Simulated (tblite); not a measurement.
Give a GFN2-xTB geometry of `[Si@H]1(S[SiH3])[SiH2][C@H]([C@H]1F)CC`.

Z-matrix in Å and degrees, rows numbered from 1:
```
C 
C   1  1.5254
C   2  1.5247  1  113.04
Si  3  1.9365  2  117.48  1   179.73
Si  4  2.3344  3   77.28  2  -142.21
S   5  2.1450  4  124.95  3   125.82
Si  6  2.1648  5  105.93  4   -55.22
C   3  1.5447  2  114.51  1    61.71
F   8  1.3949  3  110.25  2    32.55
H   1  1.0879  2  110.29  3   176.76
H   1  1.0887  2  110.65  3    56.74
H   1  1.0871  2  110.61  3   -63.69
H   2  1.0932  1  109.32  3  -120.83
H   2  1.0919  1  109.06  3   121.68
H   3  1.0958  2  108.20  1   -56.72
H   4  1.4687  3  112.12  2   -24.28
H   4  1.4660  3  112.80  2    96.72
H   5  1.4614  4  124.12  3   -93.26
H   7  1.4517  6  108.53  5   -83.83
H   7  1.4557  6  101.33  5   157.82
H   7  1.4554  6  107.32  5    40.30
H   8  1.0932  3  113.51  2   -84.83
```

Si4 (SiH2 silicon) has angles from 77.3° to 123.3°. Of the pairs four or more bonds apart, Si7···F9 is among the closest relative to their van der Waals radii: 2.97 Å, 83 % of the sum of Bondi's values. The 4-membered ring C3–Si4–Si5–C8 has internal angles of 77.3° to 100.8°; it is puckered, 0.13 Å rms from its mean plane, widest ring torsion 20°. Si7 (SiH3 silicon) is distorted tetrahedral (angles from 101.3° to 114.4°).

Computed geometry: GFN2-xTB, gas phase.

Point group: C1 (no symmetry element, even within 0.4 Å). Its GFN2-xTB frequencies are all real (lowest 30 cm⁻¹). One conformer, not necessarily the lowest (C1–C2–C3–Si4 180°, Si4–Si5–S6–Si7 -55°, C2–C3–Si4–Si5 -142°, C3–Si4–Si5–S6 126°, Si4–Si5–C8–F9 99°, C2–C3–C8–Si5 147°). 3 starts were optimised and ended at 0.00, 2.87 and 3.33 kcal/mol (GFN2-xTB); the lowest of these is shown.

Hardware: an Arm Neoverse N1 with one thread (shared host). Cost: 5.9 s wall. That covers the optimisation of the geometry.
